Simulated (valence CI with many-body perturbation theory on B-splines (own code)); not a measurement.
Values are calculated unless marked as measured or tabulated.
Assign the levels of P X

Level of theory: valence CI with perturbative core correlation (CI+MBPT): four valence electrons over a frozen Dirac-Fock core [He], radial functions for each j: 11 s, 11 p, 10 d, 8 f, 5 g, 2 h, with the one-electron correlation potential Σ1, the two-electron term Σ2, the three-electron term Σ3, Breit, model QED; selected CI, second order for the rest, scaled by the run's own slope (own B-spline code, finite nucleus).

No measured spectrum was set against this ion. As an estimate, levels of excited configurations hold to 0.05 to 0.15 % of their energy, terms of the ground configuration to about 0.5 %. Among the levels kept, up to 940 cm⁻¹ of a level comes from second order outside the variational space, and about a tenth of that is noise between levels of different J, which matters for small intervals.

```csv
No.,J,Parity,E (eV),g
2,1,even,0.455,1.500
3,2,even,1.119,1.496
4,2,even,7.422,1.003
6,2,odd,20.762,2.001
7,2,odd,40.077,1.169
8,3,odd,40.084,1.333
9,1,odd,40.103,0.503
10,1,odd,47.128,1.496
12,2,odd,47.156,1.497
13,2,odd,60.147,1.000
14,1,odd,60.865,1.991
15,1,odd,67.262,1.008
16,2,even,92.093,1.497
17,1,even,92.887,1.500
```

Energies count from the lowest level. Strongly mixed levels and levels close to another of their J and parity, and those with J = 0 are left out, so the numbers can have gaps.

(1) Give configuration and LS term of each level.

Results:

(1) 2: 2s2 2p2 3P; 3: 2s2 2p2 3P; 4: 2s2 2p2 1D; 6: 2s 2p3 5S°; 7: 2s 2p3 3D°; 8: 2s 2p3 3D°; 9: 2s 2p3 3D°; 10: 2s 2p3 3P°; 12: 2s 2p3 3P°; 13: 2s 2p3 1D°; 14: 2s 2p3 3S°; 15: 2s 2p3 1P°; 16: 2p4 3P; 17: 2p4 3P.
